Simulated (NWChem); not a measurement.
# BNH3OCl; SMILES NB(O)Cl

```xyz
7

B     -0.0256     0.4584     0.0000
Cl    -0.0350    -1.3354     0.0000
O     -1.2005     1.1404     0.0000
H     -1.9648     0.5580     0.0000
N      1.1974     1.1325     0.0000
H      1.2439     2.1422     0.0000
H      2.0877     0.6588     0.0000
```
Atoms are numbered in this order, from 1.

Computed with NWChem. Pople sets run with spherical d functions. The geometry was optimised at PBE0/def2-SVP. B3LYP is NWChem's, with the RPA form of VWN correlation. GIAO values for the isolated, static molecule; σ is the absolute isotropic shielding, δ = σ(reference) − σ with the isolated reference molecule computed at the same levels (11B: boron trifluoride, 1H: tetramethylsilane, 15N: ammonia, 17O: water).

```csv
level,δ B1 (ppm),σ Cl2 (ppm),δ O3 (ppm),δ H4 (ppm),δ N5 (ppm),δ H6 (ppm),δ H7 (ppm)
PBE0/pcSseg-1,13.9,891.3,120.8,3.39,70.7,2.63,2.51
"LDA (Slater exchange, VWN5)/pcSseg-1",13.6,858.3,140.2,3.53,81.9,2.61,2.49
B3LYP/6-31G*,13.9,(withheld),(withheld),(withheld),(withheld),(withheld),(withheld)
```

### Question
Fill in the missing entries.

### Answer

- B3LYP/6-31G*, σ Cl2 (ppm): 910.7
- B3LYP/6-31G*, δ O3 (ppm): 96.8
- B3LYP/6-31G*, δ H4 (ppm): 2.94
- B3LYP/6-31G*, δ N5 (ppm): 54.0
- B3LYP/6-31G*, δ H6 (ppm): 2.02
- B3LYP/6-31G*, δ H7 (ppm): 1.86
